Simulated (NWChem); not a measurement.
System: C$_{2}$H$_{5}$FOSi; SMILES C=CO[SiH2]F

NWChem printed, in part:

```
             Northwest Computational Chemistry Package (NWChem) 7.3.0
             --------------------------------------------------------

 C1  symmetry detected

                             Geometry "geometry" -> ""
                             -------------------------

 Output coordinates in angstroms (scale by  1.889725989 to convert to a.u.)

  No.       Tag          Charge          X              Y              Z
 ---- ---------------- ---------- -------------- -------------- --------------
    1 C                    6.0000     0.34244010    -2.68332477     0.13695445
    2 C                    6.0000     0.09999367    -1.47801733    -0.37206331
    3 O                    8.0000    -0.35126240    -0.44207537     0.37944240
    4 Si                  14.0000    -0.49774529     1.14607749    -0.07070241
    5 F                    9.0000     0.92560236     1.90043349     0.08397070
    6 H                    1.0000     0.19784988    -2.88568232     1.20026250
    7 H                    1.0000     0.69150681    -3.48488798    -0.51446431
    8 H                    1.0000     0.24309432    -1.26343288    -1.44046018
    9 H                    1.0000    -0.88122387     1.22712990    -1.50452494
   10 H                    1.0000    -1.45771780     1.76254261     0.86839829

 Effective nuclear repulsion energy (a.u.)     226.1492795105

                                 NWChem DFT Module
                                 -----------------

 Summary of "ao basis" -> "ao basis" (spherical)
 ------------------------------------------------------------------------------
       Tag                 Description            Shells   Functions and Types
 ---------------- ------------------------------  ------  ---------------------
 C                           6-31g*                  6       14   3s2p1d
 O                           6-31g*                  6       14   3s2p1d
 Si                          6-31g*                  8       18   4s3p1d
 F                           6-31g*                  6       14   3s2p1d
 H                           6-31g*                  2        2   2s

            General Information
            -------------------
          SCF calculation type: DFT
          Wavefunction type:  closed shell.
          No. of atoms     :    10
          No. of electrons :    48
           Alpha electrons :    24
            Beta electrons :    24
          Charge           :     0
          Spin multiplicity:     1
          Use of symmetry is: off; symmetry adaption is: off
          Maximum number of iterations: 150
          AO basis - number of functions:    84
                     number of shells:    42
          Convergence on energy requested:  1.00D-06
          Convergence on density requested:  1.00D-05
          Convergence on gradient requested:  5.00D-04

              XC Information
              --------------
                        Slater Exchange Functional  1.000 local
                      VWN V Correlation Functional  1.000 local

             Grid Information
             ----------------
          Grid used for XC integration:  medium
          Radial quadrature: Mura-Knowles
          Angular quadrature: Lebedev.
          Tag              B.-S. Rad. Rad. Pts. Rad. Cut. Ang. Pts.
          ---              ---------- --------- --------- ---------
          C                   0.70       49          12.0       434
          O                   0.60       49           9.0       434
          Si                  1.10       88          11.0       590
          F                   0.50       49          12.0       434
          H                   0.35       45          13.0       434
          Grid pruning is: on
          Number of quadrature shells:   509
          Spatial weights used:  Erf1

      Superposition of Atomic Density Guess
      -------------------------------------

 Sum of atomic energies:        -540.75566277

      Non-variational initial energy
      ------------------------------

 Total energy =    -542.751712
 1-e energy   =   -1195.918482
 2-e energy   =     427.017491
 HOMO         =      -0.276003
 LUMO         =       0.058073

     ---------------------------------------------
      Total Density - Mulliken Population Analysis
     ---------------------------------------------

    Atom       Charge   Shell Charges
 -----------   ------   -------------------------------------------------------
    1 C    6     6.68   2.00  0.74  2.06  0.63  1.23  0.03
    2 C    6     5.66   2.00  0.71  1.69  0.46  0.74  0.07
    3 O    8     8.79   2.00  0.92  3.07  0.89  1.89  0.02
    4 Si  14    12.74   2.00  2.00  5.97  0.84  1.22  0.25  0.25  0.21
    5 F    9     9.62   2.00  0.95  3.47  1.00  2.19  0.01
    6 H    1     0.77   0.46  0.32
    7 H    1     0.76   0.46  0.31
    8 H    1     0.81   0.47  0.34
    9 H    1     1.09   0.47  0.62
   10 H    1     1.08   0.47  0.60

   convergence    iter        energy       DeltaE   RMS-Dens  Diis-err
 ---------------- ----- ----------------- --------- --------- ---------
 d= 0,ls=0.0,diis     1   -540.6218224060 -7.67D+02  2.21D-02  1.26D+00
 d= 0,ls=0.0,diis     2   -540.4148885366  2.07D-01  1.42D-02  3.40D+00
 d= 0,ls=0.0,diis     3   -540.7252072065 -3.10D-01  3.13D-03  1.20D-01
 d= 0,ls=0.0,diis     4   -540.7320567998 -6.85D-03  1.83D-03  3.85D-02
 d= 0,ls=0.0,diis     5   -540.7355990256 -3.54D-03  7.15D-04  6.09D-03
  Resetting Diis
 d= 0,ls=0.0,diis     6   -540.7363021090 -7.03D-04  1.81D-04  2.47D-04
 d= 0,ls=0.0,diis     7   -540.7363302264 -2.81D-05  1.79D-04  7.33D-05
 d= 0,ls=0.0,diis     8   -540.7362958529  3.44D-05  1.32D-04  3.69D-04
 d= 0,ls=0.0,diis     9   -540.7363377429 -4.19D-05  1.97D-05  4.34D-06
 d= 0,ls=0.0,diis    10   -540.7363382784 -5.36D-07  4.68D-06  3.62D-07

         Total DFT energy =     -540.736338278381
      One electron energy =    -1199.152745640667
           Coulomb energy =      481.872407229493
    Exchange-Corr. energy =      -49.605279377708
 Nuclear repulsion energy =      226.149279510500

 Numeric. integr. density =       48.000005713314

                       DFT Final Molecular Orbital Analysis
                       ------------------------------------

 Vector   22  Occ=2.000000D+00  E=-3.119483D-01
              MO Center= -2.8D-01,  6.8D-01,  1.2D-02, r^2= 4.1D+00
   Bfn.  Coefficient  Atom+Function         Bfn.  Coefficient  Atom+Function
  ----- ------------  ---------------      ----- ------------  ---------------
    65      0.300124   5 F  pz               84     -0.263285  10 H  s
    51     -0.229728   4 Si pz               69      0.219850   5 F  pz
    33     -0.206624   3 O  pz               82      0.205062   9 H  s
    83     -0.186318  10 H  s                19      0.148568   2 C  pz
    50     -0.143951   4 Si py               37     -0.139416   3 O  pz

 Vector   23  Occ=2.000000D+00  E=-2.842767D-01
              MO Center= -3.9D-01, -3.5D-03, -1.4D-01, r^2= 3.2D+00
   Bfn.  Coefficient  Atom+Function         Bfn.  Coefficient  Atom+Function
  ----- ------------  ---------------      ----- ------------  ---------------
    33      0.433172   3 O  pz               37      0.297600   3 O  pz
    82      0.274943   9 H  s                80      0.221009   8 H  s
    84     -0.186247  10 H  s                51     -0.184212   4 Si pz
    81      0.173057   9 H  s                19     -0.164396   2 C  pz
    65      0.149644   5 F  pz               79      0.138950   8 H  s

 Vector   24  Occ=2.000000D+00  E=-2.128119D-01
              MO Center=  1.2D-01, -1.8D+00,  3.5D-02, r^2= 2.2D+00
   Bfn.  Coefficient  Atom+Function         Bfn.  Coefficient  Atom+Function
  ----- ------------  ---------------      ----- ------------  ---------------
     3      0.385983   1 C  px               17      0.307244   2 C  px
    31     -0.305595   3 O  px                7      0.293647   1 C  px
    35     -0.243074   3 O  px               21      0.200389   2 C  px
     4      0.112150   1 C  py               18      0.082696   2 C  py
     8      0.080286   1 C  py                5      0.072813   1 C  pz

 Vector   25  Occ=0.000000D+00  E=-1.703818D-02
              MO Center= -5.0D-02, -1.0D+00, -5.5D-02, r^2= 4.9D+00
   Bfn.  Coefficient  Atom+Function         Bfn.  Coefficient  Atom+Function
  ----- ------------  ---------------      ----- ------------  ---------------
    21     -0.504703   2 C  px                7      0.485168   1 C  px
    17     -0.388398   2 C  px               53      0.362986   4 Si px
    54      0.340208   4 Si py                3      0.338218   1 C  px
    66     -0.256724   5 F  s                49      0.246285   4 Si px
    82      0.187622   9 H  s                 8      0.155727   1 C  py

 Vector   26  Occ=0.000000D+00  E= 6.612199D-04
              MO Center= -5.3D-01,  5.4D-01, -1.5D-01, r^2= 5.3D+00
   Bfn.  Coefficient  Atom+Function         Bfn.  Coefficient  Atom+Function
  ----- ------------  ---------------      ----- ------------  ---------------
    54      0.796180   4 Si py               34      0.416118   3 O  s
    50      0.341894   4 Si py               53      0.314105   4 Si px
    66     -0.288073   5 F  s                21      0.272642   2 C  px
    17      0.236783   2 C  px               35     -0.235980   3 O  px
     7     -0.233298   1 C  px               31     -0.202533   3 O  px

[...]
```

Level: LDA (Slater exchange, VWN5)/6-31G* (spherical d). Geometry: optimised at PBE0/def2-SVP.

**Question.** Reconstruct the input file.

**Answer.** This is not unique; one that fits is the input that was run:
```
start job
memory heap 200 mb stack 900 mb global 1100 mb
geometry units angstroms noautoz
  C      0.376458    -2.742485     0.033602
  C     -0.213444    -1.580181    -0.234186
  O     -0.027409    -0.471388     0.525773
  Si    -0.525960     1.074813     0.198624
  F      0.532125     1.802573    -0.786118
  H      1.055421    -2.847687     0.882378
  H      0.181842    -3.606503    -0.602240
  H     -0.897669    -1.463207    -1.086330
  H     -1.831234     1.040662    -0.511704
  H     -0.535565     1.795398     1.488644
end
basis spherical
  C library 6-31g*
  O library 6-31g*
  Si library 6-31g*
  F library 6-31g*
  H library 6-31g*
end
dft
  xc slater vwn_5
  iterations 150
  mulliken
end
task dft energy
```
